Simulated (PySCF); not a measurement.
Question: What does the GFN2-xTB structure of `[C-]#[N+]C1CCCCC1` look like in three dimensions?

Answer: 
```xyz
19
C7H11N angstrom
C     -0.289    3.637    0.539
N     -0.222    2.545    0.146
C     -0.139    1.216   -0.294
C     -1.277    0.389    0.314
C     -1.182   -1.056   -0.163
C      0.170   -1.657    0.214
C      1.308   -0.829   -0.377
C      1.218    0.619    0.094
H     -0.236    1.223   -1.388
H     -1.198    0.427    1.403
H     -2.238    0.824    0.030
H     -1.305   -1.090   -1.248
H     -1.988   -1.641    0.283
H      0.265   -1.680    1.302
H      0.233   -2.685   -0.149
H      2.270   -1.250   -0.078
H      1.252   -0.861   -1.468
H      1.326    0.663    1.181
H      2.020    1.215   -0.347
```

Any rigid rotation of these coordinates is as good. Atoms count from 1 in this order. The 6-membered ring C3–C4–C5–C6–C7–C8 has internal angles of 109.9° to 110.6° (sum 662°, against 720° for a flat polygon); it is puckered, 0.24 Å rms from its mean plane, widest ring torsion 58°. The C–N distances run from 1.163 Å (C1≡N2, drawn triple) to 1.403 Å (N2–C3, drawn single), a spread of 0.240 Å.

Bonds between heavy atoms (Å): C1≡N2 1.163, N2–C3 1.403, C3–C4 1.532, C4–C5 1.525, C5–C6 1.526, C6–C7 1.526, C7–C8 1.525, C3–C8 1.532.

Structure optimised with GFN2-xTB, isolated species.

Point group: Cs (every atom within 0.08 Å of its image). No GFN2-xTB frequencies stand behind this structure, so it isn't proved a minimum. The numbers are those of one conformer (N2–C3–C4–C5 180°, C3–C4–C5–C6 58°, C4–C5–C6–C7 -58°, C5–C6–C7–C8 57°).

The numbers are calculated, not measured.
